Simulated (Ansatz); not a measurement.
Frontier orbitals of FH$_{5}$O$_{5}$W, SMILES `[OH][W]([OH])([OH])([OH])([OH])[F]`.

Cartesian coordinates in Å:
```
O 0.8316 -1.5699 -0.9916
W -0.0457 -0.1702 -0.0783
O -1.5158 -1.2936 0.2574
O -0.6516 0.5550 -1.6813
O 1.1834 1.3146 -0.1578
O -1.0495 0.8739 1.2055
F 1.0990 -0.7093 1.3432
H 1.3121 -2.2681 -0.5399
H -2.1987 -0.9808 0.8602
H -0.1673 1.2055 -2.1959
H 1.8555 1.3292 0.5294
H -0.6530 1.7138 1.4491
```

The species carries charge 0 and has multiplicity 1. Correlated methods include outer-core shells of W, which these sets cover unevenly. W: def2 effective core potential. The structure was optimised at the PBE0-D4/def2-TZVP level. It is one conformer, not always the lowest. Basis def2-TZVPP, Ansatz 0.2.0.

```tsv
functional	HOMO (eV)	LUMO (eV)	gap (eV)
PBE	-7.31	-3.16	4.15
revPBE	-7.22	-3.07	4.15
PBE0	-9.02	-2.50	6.52
B3LYP	-8.76	-2.75	6.01
r2SCAN0	-9.31	-2.48	6.83
CAM-B3LYP	-10.51	-1.46	9.05
ωB97M-V	-11.43	-0.39	11.04
```

Question: What is the vertical ionisation energy at frozen-core CCSD(T)/def2-TZVPP? (Estimate.)

Answer: Ansatz gave: 11.34 eV (T1 of the cation 0.032).

Against PBE, PBE0 changes HOMO and LUMO by −1.71 and +0.66 eV, ωB97M-V by −4.12 and +2.77 eV. A gap of 4.15 eV thus becomes 11.04 eV for the same molecule, so an orbital gap means little without its functional. −ε(HOMO) differs from that ionisation energy by −4.03 eV with PBE and +0.09 eV with ωB97M-V.

B3LYP here is the variant with VWN-RPA as its local correlation; programs differ in this.
